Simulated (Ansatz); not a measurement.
# Molecular dynamics of F2H4OSi

input.yaml

```yaml
crystal:
  periodic: [false, false, false]
  atoms:
    - { symbol: Si, position_ang: [-0.305377, 0.107885, -0.144814] }
    - { symbol: H, position_ang: [-0.148051, 0.710568, 1.442959] }
    - { symbol: F, position_ang: [1.099923, -0.641654, 0.057142] }
    - { symbol: F, position_ang: [-0.252448, 1.632086, -0.642824] }
    - { symbol: H, position_ang: [-0.7809, -0.540091, -1.375028] }
    - { symbol: O, position_ang: [-1.663136, -0.510955, 0.874228] }
    - { symbol: H, position_ang: [-2.154658, -1.325661, 0.862855] }
    - { symbol: H, position_ang: [-0.997953, 0.060322, 1.603182] }
basis:
  gaussian: { orbitals: def2-SVP }
hamiltonian:
  xc: hf
md:
  timestep: 0.5
  n_steps: 200
  ensemble: nve
  temperature: 300.0
  initial_velocities: maxwell_boltzmann
  seed: 4223
```

Run as:

```bash
$ ansatz run input.yaml --threads 1 --pin off --max-ram 2048MiB --backend cpu --events-out ev --progress --plain --runs-dir out
```

It starts at the highest image of a converged band. Of that band: The profile has 2 maxima (images 1, 3) with wells between them (image 2): this band takes more than one step, which may be the mechanism or a detour left from its start path. Neighbouring images differ by up to 2.5 eV, so the band resolves the path poorly. A vibrational analysis at the climbing image gives one clearly imaginary mode, 1815i cm⁻¹: a first-order saddle point.

Output, in part (one step line in 3, the closing report, with atoms numbered from 0):

```
md step     0: t =     0.00 fs  T =   300.0 K  F+E_penalty+E_count = -15366.77115166 eV  E_kin = 0.232668 eV  conserved = -15366.53848366 eV  (32 SCF iters)
md step     3: t =     1.50 fs  T =   274.3 K  F+E_penalty+E_count = -15366.75106795 eV  E_kin = 0.212769 eV  conserved = -15366.53829933 eV  (33 SCF iters)
md step     6: t =     3.00 fs  T =   223.1 K  F+E_penalty+E_count = -15366.71118500 eV  E_kin = 0.173060 eV  conserved = -15366.53812481 eV  (22 SCF iters)
md step     9: t =     4.50 fs  T =   179.3 K  F+E_penalty+E_count = -15366.67707187 eV  E_kin = 0.139060 eV  conserved = -15366.53801216 eV  (22 SCF iters)
md step    12: t =     6.00 fs  T =   163.6 K  F+E_penalty+E_count = -15366.66487928 eV  E_kin = 0.126866 eV  conserved = -15366.53801356 eV  (22 SCF iters)
md step    15: t =     7.50 fs  T =   175.3 K  F+E_penalty+E_count = -15366.67412230 eV  E_kin = 0.135969 eV  conserved = -15366.53815324 eV  (22 SCF iters)
md step    18: t =     9.00 fs  T =   198.0 K  F+E_penalty+E_count = -15366.69156709 eV  E_kin = 0.153569 eV  conserved = -15366.53799771 eV  (22 SCF iters)
md step    21: t =    10.50 fs  T =   258.6 K  F+E_penalty+E_count = -15366.73836208 eV  E_kin = 0.200574 eV  conserved = -15366.53778786 eV  (22 SCF iters)
md step    24: t =    12.00 fs  T =   392.0 K  F+E_penalty+E_count = -15366.84206469 eV  E_kin = 0.304040 eV  conserved = -15366.53802433 eV  (21 SCF iters)
md step    27: t =    13.50 fs  T =   567.5 K  F+E_penalty+E_count = -15366.97855520 eV  E_kin = 0.440092 eV  conserved = -15366.53846323 eV  (21 SCF iters)
md step    30: t =    15.00 fs  T =   724.6 K  F+E_penalty+E_count = -15367.10062547 eV  E_kin = 0.561966 eV  conserved = -15366.53865982 eV  (21 SCF iters)
md step    33: t =    16.50 fs  T =   840.1 K  F+E_penalty+E_count = -15367.19032546 eV  E_kin = 0.651574 eV  conserved = -15366.53875111 eV  (32 SCF iters)
md step    36: t =    18.00 fs  T =   913.2 K  F+E_penalty+E_count = -15367.24695536 eV  E_kin = 0.708276 eV  conserved = -15366.53867892 eV  (32 SCF iters)
md step    39: t =    19.50 fs  T =   970.4 K  F+E_penalty+E_count = -15367.29083716 eV  E_kin = 0.752583 eV  conserved = -15366.53825451 eV  (32 SCF iters)
md step    42: t =    21.00 fs  T =  1079.1 K  F+E_penalty+E_count = -15367.37509244 eV  E_kin = 0.836895 eV  conserved = -15366.53819741 eV  (32 SCF iters)
md step    45: t =    22.50 fs  T =  1259.8 K  F+E_penalty+E_count = -15367.51556737 eV  E_kin = 0.977086 eV  conserved = -15366.53848125 eV  (32 SCF iters)
md step    48: t =    24.00 fs  T =  1465.9 K  F+E_penalty+E_count = -15367.67598027 eV  E_kin = 1.136885 eV  conserved = -15366.53909559 eV  (33 SCF iters)
md step    51: t =    25.50 fs  T =  1592.5 K  F+E_penalty+E_count = -15367.77451804 eV  E_kin = 1.235094 eV  conserved = -15366.53942424 eV  (31 SCF iters)
md step    54: t =    27.00 fs  T =  1579.7 K  F+E_penalty+E_count = -15367.76394302 eV  E_kin = 1.225159 eV  conserved = -15366.53878405 eV  (32 SCF iters)
md step    57: t =    28.50 fs  T =  1515.8 K  F+E_penalty+E_count = -15367.71366785 eV  E_kin = 1.175560 eV  conserved = -15366.53810748 eV  (32 SCF iters)
md step    60: t =    30.00 fs  T =  1510.0 K  F+E_penalty+E_count = -15367.70907662 eV  E_kin = 1.171083 eV  conserved = -15366.53799312 eV  (32 SCF iters)
md step    63: t =    31.50 fs  T =  1591.7 K  F+E_penalty+E_count = -15367.77259576 eV  E_kin = 1.234433 eV  conserved = -15366.53816279 eV  (32 SCF iters)
md step    66: t =    33.00 fs  T =  1726.8 K  F+E_penalty+E_count = -15367.87818815 eV  E_kin = 1.339262 eV  conserved = -15366.53892655 eV  (32 SCF iters)
md step    69: t =    34.50 fs  T =  1793.9 K  F+E_penalty+E_count = -15367.93078188 eV  E_kin = 1.391309 eV  conserved = -15366.53947319 eV  (33 SCF iters)
md step    72: t =    36.00 fs  T =  1712.6 K  F+E_penalty+E_count = -15367.86717121 eV  E_kin = 1.328223 eV  conserved = -15366.53894838 eV  (32 SCF iters)
md step    75: t =    37.50 fs  T =  1561.7 K  F+E_penalty+E_count = -15367.74964674 eV  E_kin = 1.211215 eV  conserved = -15366.53843181 eV  (33 SCF iters)
md step    78: t =    39.00 fs  T =  1439.9 K  F+E_penalty+E_count = -15367.65484521 eV  E_kin = 1.116726 eV  conserved = -15366.53811901 eV  (32 SCF iters)
md step    81: t =    40.50 fs  T =  1407.0 K  F+E_penalty+E_count = -15367.62915014 eV  E_kin = 1.091211 eV  conserved = -15366.53793902 eV  (33 SCF iters)
md step    84: t =    42.00 fs  T =  1482.7 K  F+E_penalty+E_count = -15367.68822444 eV  E_kin = 1.149903 eV  conserved = -15366.53832179 eV  (33 SCF iters)
md step    87: t =    43.50 fs  T =  1603.9 K  F+E_penalty+E_count = -15367.78268309 eV  E_kin = 1.243897 eV  conserved = -15366.53878572 eV  (33 SCF iters)
md step    90: t =    45.00 fs  T =  1688.1 K  F+E_penalty+E_count = -15367.84830351 eV  E_kin = 1.309242 eV  conserved = -15366.53906177 eV  (35 SCF iters)
md step    93: t =    46.50 fs  T =  1687.4 K  F+E_penalty+E_count = -15367.84760900 eV  E_kin = 1.308704 eV  conserved = -15366.53890525 eV  (33 SCF iters)
md step    96: t =    48.00 fs  T =  1628.4 K  F+E_penalty+E_count = -15367.80129950 eV  E_kin = 1.262953 eV  conserved = -15366.53834635 eV  (33 SCF iters)
md step    99: t =    49.50 fs  T =  1609.4 K  F+E_penalty+E_count = -15367.78593431 eV  E_kin = 1.248190 eV  conserved = -15366.53774456 eV  (33 SCF iters)
md step   102: t =    51.00 fs  T =  1726.6 K  F+E_penalty+E_count = -15367.87696598 eV  E_kin = 1.339077 eV  conserved = -15366.53788922 eV  (33 SCF iters)
md step   105: t =    52.50 fs  T =  1945.3 K  F+E_penalty+E_count = -15368.04759540 eV  E_kin = 1.508660 eV  conserved = -15366.53893522 eV  (32 SCF iters)
md step   108: t =    54.00 fs  T =  2100.9 K  F+E_penalty+E_count = -15368.16866171 eV  E_kin = 1.629399 eV  conserved = -15366.53926228 eV  (32 SCF iters)
md step   111: t =    55.50 fs  T =  2135.5 K  F+E_penalty+E_count = -15368.19507398 eV  E_kin = 1.656194 eV  conserved = -15366.53888037 eV  (33 SCF iters)
md step   114: t =    57.00 fs  T =  2111.3 K  F+E_penalty+E_count = -15368.17607704 eV  E_kin = 1.637466 eV  conserved = -15366.53861119 eV  (34 SCF iters)
md step   117: t =    58.50 fs  T =  2092.3 K  F+E_penalty+E_count = -15368.16071113 eV  E_kin = 1.622740 eV  conserved = -15366.53797074 eV  (35 SCF iters)
md step   120: t =    60.00 fs  T =  2182.4 K  F+E_penalty+E_count = -15368.23036869 eV  E_kin = 1.692557 eV  conserved = -15366.53781173 eV  (35 SCF iters)
md step   123: t =    61.50 fs  T =  2395.1 K  F+E_penalty+E_count = -15368.39639485 eV  E_kin = 1.857527 eV  conserved = -15366.53886738 eV  (33 SCF iters)
md step   126: t =    63.00 fs  T =  2579.5 K  F+E_penalty+E_count = -15368.53961947 eV  E_kin = 2.000559 eV  conserved = -15366.53906087 eV  (34 SCF iters)
md step   129: t =    64.50 fs  T =  2686.8 K  F+E_penalty+E_count = -15368.62269059 eV  E_kin = 2.083750 eV  conserved = -15366.53894064 eV  (33 SCF iters)
md step   132: t =    66.00 fs  T =  2725.7 K  F+E_penalty+E_count = -15368.65295648 eV  E_kin = 2.113918 eV  conserved = -15366.53903858 eV  (33 SCF iters)
md step   135: t =    67.50 fs  T =  2691.2 K  F+E_penalty+E_count = -15368.62555202 eV  E_kin = 2.087149 eV  conserved = -15366.53840252 eV  (33 SCF iters)
md step   138: t =    69.00 fs  T =  2672.1 K  F+E_penalty+E_count = -15368.61048710 eV  E_kin = 2.072408 eV  conserved = -15366.53807914 eV  (33 SCF iters)
md step   141: t =    70.50 fs  T =  2727.3 K  F+E_penalty+E_count = -15368.65331235 eV  E_kin = 2.115211 eV  conserved = -15366.53810154 eV  (33 SCF iters)
md step   144: t =    72.00 fs  T =  2853.9 K  F+E_penalty+E_count = -15368.75171943 eV  E_kin = 2.213353 eV  conserved = -15366.53836632 eV  (34 SCF iters)
md step   147: t =    73.50 fs  T =  2995.5 K  F+E_penalty+E_count = -15368.86251205 eV  E_kin = 2.323207 eV  conserved = -15366.53930466 eV  (33 SCF iters)
md step   150: t =    75.00 fs  T =  3006.3 K  F+E_penalty+E_count = -15368.87116470 eV  E_kin = 2.331549 eV  conserved = -15366.53961591 eV  (33 SCF iters)
md step   153: t =    76.50 fs  T =  2846.1 K  F+E_penalty+E_count = -15368.74589773 eV  E_kin = 2.207337 eV  conserved = -15366.53856031 eV  (34 SCF iters)
md step   156: t =    78.00 fs  T =  2682.3 K  F+E_penalty+E_count = -15368.61796748 eV  E_kin = 2.080253 eV  conserved = -15366.53771449 eV  (35 SCF iters)
md step   159: t =    79.50 fs  T =  2657.0 K  F+E_penalty+E_count = -15368.59865807 eV  E_kin = 2.060683 eV  conserved = -15366.53797479 eV  (35 SCF iters)
md step   162: t =    81.00 fs  T =  2732.7 K  F+E_penalty+E_count = -15368.65824285 eV  E_kin = 2.119383 eV  conserved = -15366.53885939 eV  (35 SCF iters)
md step   165: t =    82.50 fs  T =  2772.7 K  F+E_penalty+E_count = -15368.68970510 eV  E_kin = 2.150420 eV  conserved = -15366.53928547 eV  (33 SCF iters)
md step   168: t =    84.00 fs  T =  2702.0 K  F+E_penalty+E_count = -15368.63443346 eV  E_kin = 2.095535 eV  conserved = -15366.53889829 eV  (34 SCF iters)
md step   171: t =    85.50 fs  T =  2571.1 K  F+E_penalty+E_count = -15368.53250307 eV  E_kin = 1.994077 eV  conserved = -15366.53842635 eV  (33 SCF iters)
md step   174: t =    87.00 fs  T =  2457.5 K  F+E_penalty+E_count = -15368.44420512 eV  E_kin = 1.905930 eV  conserved = -15366.53827478 eV  (34 SCF iters)
md step   177: t =    88.50 fs  T =  2389.6 K  F+E_penalty+E_count = -15368.39170320 eV  E_kin = 1.853314 eV  conserved = -15366.53838894 eV  (35 SCF iters)
md step   180: t =    90.00 fs  T =  2363.2 K  F+E_penalty+E_count = -15368.37096870 eV  E_kin = 1.832826 eV  conserved = -15366.53814263 eV  (35 SCF iters)
md step   183: t =    91.50 fs  T =  2413.8 K  F+E_penalty+E_count = -15368.41030465 eV  E_kin = 1.872009 eV  conserved = -15366.53829553 eV  (35 SCF iters)
md step   186: t =    93.00 fs  T =  2504.0 K  F+E_penalty+E_count = -15368.48138760 eV  E_kin = 1.942032 eV  conserved = -15366.53935539 eV  (33 SCF iters)
md step   189: t =    94.50 fs  T =  2479.8 K  F+E_penalty+E_count = -15368.46265114 eV  E_kin = 1.923215 eV  conserved = -15366.53943630 eV  (33 SCF iters)
md step   192: t =    96.00 fs  T =  2327.6 K  F+E_penalty+E_count = -15368.34371039 eV  E_kin = 1.805194 eV  conserved = -15366.53851593 eV  (21 SCF iters)
md step   195: t =    97.50 fs  T =  2200.0 K  F+E_penalty+E_count = -15368.24387573 eV  E_kin = 1.706240 eV  conserved = -15366.53763533 eV  (21 SCF iters)
md step   198: t =    99.00 fs  T =  2248.7 K  F+E_penalty+E_count = -15368.28154790 eV  E_kin = 1.744005 eV  conserved = -15366.53754295 eV  (21 SCF iters)
md step   200: t =   100.00 fs  T =  2391.2 K  F+E_penalty+E_count = -15368.39280899 eV  E_kin = 1.854500 eV  conserved = -15366.53830853 eV  (25 SCF iters)
Total energy: -15368.39280899 eV, -564.7780186597 hartree
Atom 0 at     0.318709     0.302392    -0.009028 Å, force    -0.994465     0.383940     0.714522 eV/Å
Atom 1 at     0.553446     0.859955     1.372498 Å, force    -0.339807    -0.596705    -0.705792 eV/Å
Atom 2 at     1.647650    -0.176347    -0.655422 Å, force     2.325024    -2.188613     0.116435 eV/Å
Atom 3 at     0.220136     1.479801    -1.042936 Å, force    -1.588695     1.963385    -0.556672 eV/Å
Atom 4 at    -0.795976    -0.672075    -0.243568 Å, force     0.565832     0.430464     0.449289 eV/Å
Atom 5 at    -3.681855    -1.117735     1.831912 Å, force    -0.891315    -0.830965    -0.497183 eV/Å
Atom 6 at    -3.891427    -1.746643     1.154177 Å, force     1.097954     0.027273    -0.675880 eV/Å
Atom 7 at    -4.525236    -1.224359     2.238493 Å, force    -0.174527     0.811221     1.155281 eV/Å
Dipole moment:    -0.712087    -0.478679     0.360119 e Å
```

The run went to its last step. The conserved energy stayed within 0.16 meV per atom of its start (net change 0.022 meV per atom), so the integration is sound. The kinetic energy rose, since the run started high on the potential surface and went downhill. It ends in pieces (F2H2Si + H2O), so much of that is their flight and rotation, not heat. A run of 0.1 ps of so small a system gives no equilibrium averages. The orbitals stay closed-shell, which can raise the energy where a bond breaks towards radicals; this wasn't checked here.

Between its relaxed ends the band would form Si1–O6, H2–H8 and break Si1–H2, O6–H8. These pairs go: Si1–O6 1.81 → 4.63 Å, H2–H8 1.08 → 5.56 Å, Si1–H2 1.71 → 1.51 Å, O6–H8 1.14 → 0.94 Å. In the last frame they stand as before the step (other bonds may differ from the relaxed reactants and products). It ends as F2H2Si + H2O. Pairs count as bonded within 1.25 times the sum of covalent radii (0.12 Å more for H–H).

Last frame:

```xyz
8
Properties=species:S:1:pos:R:3
Si 0.319 0.302 -0.009
H 0.553 0.860 1.373
F 1.648 -0.176 -0.655
F 0.220 1.480 -1.043
H -0.796 -0.672 -0.244
O -3.682 -1.118 1.832
H -3.891 -1.747 1.154
H -4.525 -1.224 2.239
```

Time of the run: 3.1 min on 1 thread of AMD EPYC 7R43 64-Core Processor (Zen 3), with other jobs on the host, peak memory 0.17 GiB.
